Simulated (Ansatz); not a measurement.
A nudged elastic band was laid between two geometries of BClH2O2 + H2 (8 atoms, charge 0, multiplicity 1).

These are results of Ansatz, RHF/def2-SVP, not measurements.

```json
{
  "movable images": "7",
  "climbing image": "yes",
  "spring": "5.0 eV/Å²",
  "optimiser": "quadratic models (default)",
  "start path": "through a guess of the saddle point",
  "force threshold": "0.05 eV/Å",
  "iteration limit": "60",
  "end points": "relaxed"
}
```

First end point:

```xyz
8
Properties=species:S:1:pos:R:3
B -0.204 -0.616 -0.045
O -0.087 -0.824 1.278
H -0.891 -0.775 1.772
O 0.862 -0.656 -0.850
H 1.671 -0.838 -0.394
Cl -1.801 -0.279 -0.768
H 0.282 2.837 0.771
H 0.512 2.479 1.387
```

Last end point:

```xyz
8
Properties=species:S:1:pos:R:3
B 0.067 0.441 -0.647
O -0.004 0.134 2.070
H -0.922 -0.027 2.230
O 1.240 -0.149 -0.853
H 1.211 -1.089 -0.948
Cl -1.461 -0.496 -0.787
H -0.003 1.618 -0.495
H 0.216 0.898 2.582
```

Q: What changes between the two ends?

A: Bonds broken: B1–O2, H7–H8. Bonds formed: B1–H7, O2–H8. BClH2O2 + H2 becomes BClH2O + H2O.

Q: Give the energies along the band, and the barrier.

A: It converged. The highest image is number 5 of 0 to 8, 2.87 eV above the first end and 1.91 eV above the last; the last end lies 0.96 eV above the first. The profile has 2 maxima (images 1, 5) with wells between them (image 3): this band takes more than one step, which may be the mechanism or a detour left from its start path. Neighbouring images differ by up to 2.6 eV, so the band resolves the path poorly. A vibrational analysis at the climbing image gives one clearly imaginary mode, 1943i cm⁻¹: a first-order saddle point. The orbitals stay closed-shell, which can raise the energy where a bond breaks towards radicals; this wasn't checked here.

```json
{"image": "0", "path coordinate (Å)": "0.00", "energy (eV)": "0.00", "B1–O2 (Å)": "1.34", "H7–H8 (Å)": "0.75", "B1–H7 (Å)": "3.58"}
{"image": "1", "path coordinate (Å)": "1.03", "energy (eV)": "0.08", "B1–O2 (Å)": "1.34", "H7–H8 (Å)": "0.75", "B1–H7 (Å)": "3.46"}
{"image": "2", "path coordinate (Å)": "2.07", "energy (eV)": "0.08", "B1–O2 (Å)": "1.34", "H7–H8 (Å)": "0.75", "B1–H7 (Å)": "3.48"}
{"image": "3", "path coordinate (Å)": "3.10", "energy (eV)": "0.03", "B1–O2 (Å)": "1.34", "H7–H8 (Å)": "0.75", "B1–H7 (Å)": "3.23"}
{"image": "4", "path coordinate (Å)": "4.13", "energy (eV)": "0.30", "B1–O2 (Å)": "1.34", "H7–H8 (Å)": "0.74", "B1–H7 (Å)": "2.36"}
{"image": "5", "path coordinate (Å)": "5.16", "energy (eV)": "2.87", "B1–O2 (Å)": "1.52", "H7–H8 (Å)": "1.04", "B1–H7 (Å)": "1.39"}
{"image": "6", "path coordinate (Å)": "5.98", "energy (eV)": "1.38", "B1–O2 (Å)": "1.69", "H7–H8 (Å)": "2.01", "B1–H7 (Å)": "1.21"}
{"image": "7", "path coordinate (Å)": "6.80", "energy (eV)": "1.06", "B1–O2 (Å)": "2.29", "H7–H8 (Å)": "2.38", "B1–H7 (Å)": "1.19"}
{"image": "8", "path coordinate (Å)": "7.62", "energy (eV)": "0.96", "B1–O2 (Å)": "2.74", "H7–H8 (Å)": "3.17", "B1–H7 (Å)": "1.19"}
```

Q: What is the geometry of the highest image?

A: 
```xyz
8
Properties=species:S:1:pos:R:3
B 0.087 0.124 0.179
O -0.018 0.083 1.695
H -0.865 -0.206 2.011
O 1.240 -0.427 -0.286
H 1.232 -0.651 -1.202
Cl -1.498 -0.291 -0.644
H 0.144 1.516 0.211
H 0.021 1.180 1.187
```

Run time: 8.6 min on 1 thread of Arm Neoverse N1, on a shared host, peak memory 0.15 GiB.
